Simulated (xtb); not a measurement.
The xtb input:
```
$ xtb mol.xyz --gfn 0 --etemp 3000 --json

# file mol.xyz
12

C      0.25209438     0.38514971     1.24640713
Si     1.34551195    -0.26633688    -0.18984983
C     -0.25362570    -0.39526463    -1.24292497
Si    -1.34479007     0.27110514     0.18820832
H      0.49999714     1.38792267     1.58498194
H      0.25076462    -0.24475418     2.13240670
H      2.32827527     0.69774529    -0.69174618
H      2.00712496    -1.54626746     0.07700294
H     -0.25648887     0.22053274    -2.13870826
H     -0.50035246    -1.40385890    -1.56485572
H     -1.98651303     1.55971117    -0.08540501
H     -2.34372596    -0.67709734     0.68841186
```

### Question
What does this run give for the HOMO-LUMO gap, total energy (a free energy at this electronic temperature), partial charges in atom order?

### Answer

```yaml
HOMO-LUMO gap: 4.80 eV
total energy (a free energy at this electronic temperature): -12.2979 Eh
partial_charges_in_atom_order: C1 -0.65, Si2 0.55, C3 -0.65, Si4 0.55, H5 0.16, H6 0.16, H7 -0.12, H8 -0.12, H9 0.16, H10 0.16, H11 -0.12, H12 -0.12
```
